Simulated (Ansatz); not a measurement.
The lowest singlet and triplet of GeH2 (SMILES [GeH2]); geometries from B3LYP-D3(BJ)/def2-TZVP, each state relaxed from the structure named, with no frequency check.
Singlet at the triplet's geometry (charge 0, multiplicity 1):
```xyz
3

Ge    -0.00013     0.04577     0.00000
H     -1.33530    -0.73614     0.00000
H      1.33953    -0.72841     0.00000
```

A positive gap puts the triplet lower; no zero-point energy. R- takes a restricted singlet. U- takes an unrestricted singlet (broken symmetry where lower, unprojected). The triplet is unrestricted in single-reference levels. Active spaces average the two states.

Cores are frozen in the correlated methods. Filled d and f shells under p-block atoms count as core.

The values were computed with Ansatz (a quantum-chemistry and plane-wave program) with Gaussian orbitals. 

What is the computed gap E(singlet) − E(triplet), vertical, at the triplet's geometry (R-B3LYP/def2-TZVPP)?

-0.63 eV

Predict the gap E(singlet) − E(triplet), vertical, at the triplet's geometry from U-CCSD/cc-pVTZ (spin-contaminated).

-0.47 eV

Give the gap E(singlet) − E(triplet), vertical, at the triplet's geometry at the level SA-CASSCF(6,6)/cc-pVTZ.

-0.37 eV

Doubts at one or more of the structures used: a restricted determinant that unrestricted orbitals would lower (R-B3LYP/def2-TZVPP); T1 above 0.05 (U-CCSD/cc-pVTZ (spin-contaminated)).
